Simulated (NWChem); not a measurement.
CH₃ClSe; SMILES Cl[Se]C

Results from NWChem. Pople sets run with spherical d functions. Medium grid unless said otherwise, to which SCAN and Minnesota functionals are sensitive. Coordinates come from a PBE0/def2-SVP optimisation. Hybrids' shares of exact exchange are those that their runs print; pure functionals count as 0. The functionals differ in more than this share.

```
row           share of exact exchange  highest occupied level (eV)
------------  -----------------------  ---------------------------
PBE/6-31G*                       0.00                        -5.28
KT2/6-31G*                       0.00                        -5.35
B3LYP/6-31G*                     0.20                     withheld
MPW1K/6-31G*                     0.43                        -7.47
MN15/6-31G*                      0.44                        -7.22
```

Fit a straight line of the last column on the one before it, predict the withheld value, and compare with the run.


1. Means of the 4 shown rows: x = 0.217, y = -6.330. Slope Σ(x − x̄)(y − ȳ)/Σ(x − x̄)² = -0.8818/0.1893 = -4.659; intercept -5.317.
2. The shown rows scatter about the line by 0.108 (root mean square); the largest residual is -0.15, at MPW1K/6-31G*.
3. At x = 0.20 (B3LYP/6-31G*; inside the shown range) the line gives -6.25.
4. The run gives -6.26, -0.01 from the line, 0.1 times the scatter.
